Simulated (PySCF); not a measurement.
# Computed records: CH₄BClN

Computed with PySCF 2.14.0. Calculation on a computer-drawn molecule: optimised geometry and harmonic frequencies of an isolated molecule of the commonest isotopes, restricted reference for singlets and unrestricted otherwise, frozen core in MP2.

Entry: CH₄BClN

Start structure:
```xyz
8
CH4BClN
N     -1.2184     2.0681     0.6481
C     -1.9041     2.1395    -0.5215
B     -1.4943     1.4398    -1.6989
Cl    -0.0662     0.4942    -1.6718
H     -0.3918     1.5428     0.6737
H     -1.3731     2.5150     1.5300
H     -2.7086     2.7597    -0.4440
H     -2.0988     1.5469    -2.7042
```

Here we set charge 0, multiplicity 2, method HF and basis cc-pV(D+d)Z.

Drawn bonds:
```tsv
atom	other atom	order
1	2	1
2	3	1
3	4	1
1	5	1
1	6	1
2	7	1
3	8	1
```

Question: Give the missing total energy for CH₄BClN.
Answer: -578.8659 hartree

Further results for CH₄BClN:

```
rotational constants                          : 15.14, 3.414, 2.787 GHz
spin squared                                  : 0.7579
convergence status largest gradient component : 2.917e-05 hartree/bohr
```

Optimised structure:
```xyz
8
CH4BClN
N     -1.2140     2.0291     0.7141
C     -1.8732     2.1395    -0.4582
B     -1.4891     1.4497    -1.7375
Cl    -0.0198     0.4089    -1.7872
H     -0.3452     1.5378     0.7495
H     -1.4422     2.6074     1.4929
H     -2.7534     2.7714    -0.4184
H     -2.1185     1.5621    -2.7437
```

Modes:
```tsv
frequency (cm⁻¹)	reduced mass (dalton)
189.5	2.042
201.2	2.094
302.5	1.604
512.8	1.418
553.5	3.869
768.3	4.924
777.7	1.307
907.6	1.299
979.3	1.603
1137	1.269
1273	1.723
1395	1.655
1636	2.253
1787	1.36
2770	1.098
3334	1.089
3809	1.047
3945	1.104
```
